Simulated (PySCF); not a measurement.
How methods differ on the ionisation energy of Yb²⁹⁺

Yb²⁹⁺ [Kr] 4d5 (6S) → Yb³⁰⁺ [Kr] 4d4 (5D), as a difference of total energies. Computed with PySCF 2.14 in an uncontracted even-tempered set (19 s from 2.2 bohr⁻², ratio 2.5; 14 p from 2.8 bohr⁻², ratio 2.5; 9 d from 2.8 bohr⁻², ratio 2.5; 4 f from 14 bohr⁻², ratio 2.7; 3 g from 21 bohr⁻², ratio 2.7), with the spin-free X2C one-electron Hamiltonian (Gaussian nucleus). Correlated levels: outer shells: [Ar] 3d10 frozen; virtual orbitals above 40 to 60 times the deepest correlated orbital energy dropped. The calculations carry no spin-orbit coupling.

| method | ionisation energy (eV) |
| --- | --- |
| UHF | 1125.9 |
| LDA | 1125.8 |
| PBE | 1125.8 |
| PBE0 | 1126.3 |
| r2SCAN | 1126.8 |
| MP2 (outer shells) | 1126.1 |
| SCS-MP2 (outer shells) | 1125.8 |

Spin-orbit coupling is strong in these open shells (close to jj coupling). The scalar numbers leave it out and a first-order estimate fails, so it can dominate the gap to the real levels.

Breit and QED terms and the two-electron picture change are absent.

For comparison: 1114 ± 4 eV (theoretical estimate listed by NIST; NIST Atomic Spectra Database, ionization energies).
